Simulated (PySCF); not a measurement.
# Field gradients at the hydrogen positions

Species: C₃H₉F₃Si₃.
Geometry (GFN2-xTB, Å), atoms numbered from 1 in this order:
```
atom  x, y, z in Å
C1     3.032    0.182   -0.547
C2     2.125   -0.539    0.096
Si3    0.312   -0.071    0.346
C4    -0.792   -1.290   -0.614
Si5   -2.669   -1.116   -0.322
Si6   -0.092    2.060   -0.361
F7     1.064    3.147   -0.194
F8    -1.311    2.791    0.361
F9    -0.473    2.260   -1.898
H10    2.799    1.144   -0.976
H11    4.052   -0.146   -0.673
H12    2.431   -1.496    0.503
H13    0.020   -0.182    1.791
H14   -0.598   -1.182   -1.683
H15   -0.493   -2.307   -0.359
H16   -2.961   -1.410    1.083
H17   -3.368   -2.084   -1.174
H18   -3.089    0.245   -0.656
```

Level: PBE0/pcSseg-1 (PySCF, non-relativistic); Q(2H) = 0.00286 b; rigid geometry, the same for H and D, with no vibrational averaging.

Question: Rank these positions by the coupling χzz of a deuteron there, largest first.
A. H14 (methylene hydrogen)
B. H13 (Si–H hydrogen)
C. H16 (Si–H hydrogen)
D. H11 (vinylic hydrogen)

Answer: D (222 kHz), A (212 kHz), C (108 kHz), B (102 kHz).

Question: Give the electric field gradient Vzz (the principal value of largest size), its asymmetry and the 2H coupling at each hydrogen.

Answer: 
| atom | bonded to | bond length (Å) | Vzz (au) | η | χzz (kHz) |
| --- | --- | --- | --- | --- | --- |
| H10 | C1 | 1.079 | 0.3277 | 0.06 | 220 |
| H11 | C1 | 1.079 | 0.3302 | 0.03 | 222 |
| H12 | C2 | 1.084 | 0.3253 | 0.04 | 219 |
| H13 | Si3 | 1.479 | 0.1512 | 0.01 | 102 |
| H14 | C4 | 1.092 | 0.3148 | 0.01 | 212 |
| H15 | C4 | 1.090 | 0.3198 | 0.01 | 215 |
| H16 | Si5 | 1.465 | 0.1611 | 0.02 | 108 |
| H17 | Si5 | 1.467 | 0.1600 | 0.01 | 108 |
| H18 | Si5 | 1.463 | 0.1605 | 0.04 | 108 |

Question: Average by the element that carries the hydrogen.

Answer: on C: 217 kHz over 5 positions, mean bond length 1.085 Å; on Si: 106 kHz over 4 positions, mean bond length 1.468 Å.

The structure is a single GFN2-xTB conformer in the gas phase; no vibrational or solvent corrections. GFN2-xTB bond lengths can be off by several hundredths of an ångström, more for odd bonds, and the gradients follow them. A larger basis could move these couplings by a tenth or more.

These values come from a run that also computed NMR shieldings. On one thread of an Intel Xeon at 2.50 GHz, shared host with 64 logical CPUs at a one-minute load of 59, this took 1.7 min of wall time and 1.1 GiB of memory at its peak.
